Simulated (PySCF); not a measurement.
GaFClBr, SMILES [F][Ga]([Cl])[Br].

Geometry optimised at B3LYP-D3(BJ)/def2-SVP.

All values below come from PBE0/def2-TZVPD (PySCF).

Gas-phase values at a fixed geometry.

The total energy is -5058.47516 hartree and the point group comes out as Cs. The highest occupied level is -9.23 eV. The lowest empty level is -2.38 eV, the orbital gap comes out as 6.85 eV and the dipole moment comes out as 1.10 D. The quadrupole, principal values (traceless, Buckingham form, about the centre of nuclear charge) comes out as -6.58, -0.19, 6.77 D·Å and the mean static polarisability is 61.8 bohr³ (9.15 Å³). The polarisability, principal values comes out as 47.4, 58.2, 79.7 bohr³.
